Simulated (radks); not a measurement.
The numbers below are computed, except where a source is named.
Problem. Species: Tc0.4+. Configuration: [Ar] 3d10 4s2 4p5.6 4d5 5s2 (fractional occupations, a model configuration). Level of theory: scalar-relativistic Kohn-Sham, BLYP, spin-unpolarised, spherical densities, finite nucleus; Fermi nuclear charge, rms radius 4.4112 fm (a radial shooting solver on a logarithmic mesh with Libxc functionals). Some entries of the table are withheld. Estimate them.

| orbital | occ. | eigenvalue (eV) | <r^2> (bohr^2) | <1/r> (bohr^-1) |
|---|---|---|---|---|
| 1s | 2 | -20877.74 | 0.001586 | 44.71 |
| 2s | 2 | (1) | 0.02638 | 10.09 |
| 2p | 6 | -2671.085 | 0.02076 | 9.795 |
| 3s | 2 | -523.8227 | 0.1977 | (2) |
| 3p | 6 | -421.3164 | 0.2017 | 3.312 |
| 3d | 10 | -255.3095 | 0.1911 | 3.082 |
| 4s | 2 | -78.1637 | 1.257 | 1.299 |
| 4p | 5.6 | -49.9614 | 1.555 | 1.158 |
| 4d | 5 | (3) | (4) | 0.8154 |
| 5s | 2 | -7.8923 | 11.06 | 0.4125 |

Solution. 
(1) 2s eigenvalue (eV): -2983.382
(2) 3s <1/r> (bohr^-1): 3.479
(3) 4d eigenvalue (eV): -10.7182
(4) 4d <r^2> (bohr^2): 3.320
